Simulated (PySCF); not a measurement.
C4H14OSi2, SMILES C[Si](C)(C)C[SiH2]O (GFN2-xTB optimised geometry):

```
21

C      2.861    -1.210     0.000
Si     0.949    -1.210     0.000
C      0.336    -2.115     1.563
C      0.319    -2.109    -1.558
C      0.334     0.602     0.000
Si    -1.484     0.861     0.449
O     -2.307    -0.216    -0.456
H      3.259    -0.678    -0.858
H      3.257    -0.733     0.892
H      3.254    -2.221    -0.032
H     -0.747    -2.191     1.563
H      0.628    -1.588     2.467
H      0.738    -3.121     1.626
H      0.765    -1.702    -2.460
H      0.547    -3.171    -1.529
H     -0.757    -2.001    -1.646
H      0.516     1.027    -0.986
H      0.934     1.188     0.694
H     -1.747     0.614     1.871
H     -1.938     2.221     0.124
H     -3.259    -0.250    -0.428
```

Level of theory: PBE/def2-SVP (PySCF).

What are the frontier orbital energies and the dipole moment?

HOMO-2 -6.83 eV, HOMO-1 -6.69 eV, HOMO -6.57 eV, LUMO 0.10 eV, LUMO+1 0.76 eV; dipole moment 0.80 D.

Meta-Löwdin charges at PBE/def2-SVP: C1 -0.55, Si2 0.86, C3 -0.55, C4 -0.55, C5 -0.65, Si6 0.82, O7 -0.69, H8 0.11, H9 0.11, H10 0.11, H11 0.11, H12 0.11, H13 0.11, H14 0.11, H15 0.11, H16 0.12, H17 0.12, H18 0.12, H19 -0.14, H20 -0.13, H21 0.33.
